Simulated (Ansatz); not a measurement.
One change: `CB[SiH]1C[SiH2]1` becomes `[AlH2][SiH2][SiH]1C[SiH2]1`.

Ansatz, PBE0-D4/def2-TZVP geometries, multiplicity 1. Each molecule was computed in one conformer, which needn't be the lowest.

```csv
property,`CB[SiH]1C[SiH2]1`
HOMO energy (B3LYP/def2-TZVPP) / eV,-6.55
HOMO–LUMO gap (PBE/def2-TZVPP) / eV,3.00
HOMO–LUMO gap (B3LYP/def2-TZVPP) / eV,4.28
HOMO–LUMO gap (ωB97M-V/def2-TZVPP) / eV,8.34
size of the dipole moment (B3LYP/def2-TZVPP) / D,1.49
LUMO energy (B3LYP/def2-TZVPP) / eV,-2.27
```

(1) What does the change do to each property? (Estimate.)

Answers

(1) Computed: 
```tsv
property	`[AlH2][SiH2][SiH]1C[SiH2]1`	shift
HOMO energy (B3LYP/def2-TZVPP) / eV	-6.75	-0.20
HOMO–LUMO gap (PBE/def2-TZVPP) / eV	3.76	0.76
HOMO–LUMO gap (B3LYP/def2-TZVPP) / eV	5.21	0.93
HOMO–LUMO gap (ωB97M-V/def2-TZVPP) / eV	9.17	0.83
size of the dipole moment (B3LYP/def2-TZVPP) / D	1.77	0.28
LUMO energy (B3LYP/def2-TZVPP) / eV	-1.53	0.74
```

With PBE0 the HOMO falls by 0.18 eV and the LUMO rises by 0.70 eV, so the gap widens by about 0.88 eV. PBE moves the HOMO by -0.09 eV and ωB97M-V by -0.24 eV. Dipoles are sizes alone; their direction can turn.

B3LYP here is the variant with VWN-RPA as its local correlation; programs differ in this.
